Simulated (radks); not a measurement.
The numbers below are computed, except where a source is named.
Question: Coherent X-ray form factor from a spherical all-electron density. Level of theory: Dirac Kohn-Sham, exchange-only PBE, spin-unpolarised, spherical densities, finite nucleus; Fermi nuclear charge, rms radius of each element as measured or else 0.836 A^(1/3) + 0.57 fm (a radial shooting solver on a logarithmic mesh with Libxc functionals).

| sin(theta)/lambda (1/angstrom) | f0 (electrons) |
|---|---|
| 0.05 | 39.912 |
| 0.1 | 39.649 |
| 0.15 | 39.217 |
| 0.2 | 38.628 |
| 0.25 | 37.893 |
| 0.3 | 37.030 |
| 0.4 | 34.994 |
| 0.5 | 32.680 |
| 0.6 | 30.250 |
| 0.8 | 25.575 |
| 1 | 21.683 |
| 1.25 | 18.117 |
| 1.5 | 15.592 |
| 2 | 11.817 |

The species is in the configuration that NIST lists as its ground one. Which atom or ion scatters so?

Answer: The terbium ion Tb25+, [Kr] 4d4. Extrapolating in s^2 from the first two rows gives f0(0) = 40.0, near the electron count 40; among species with that count, the fall with angle is slower the higher Z, and the table is that of Z = 65; from so few rows the species is fixed only to a neighbour or two.
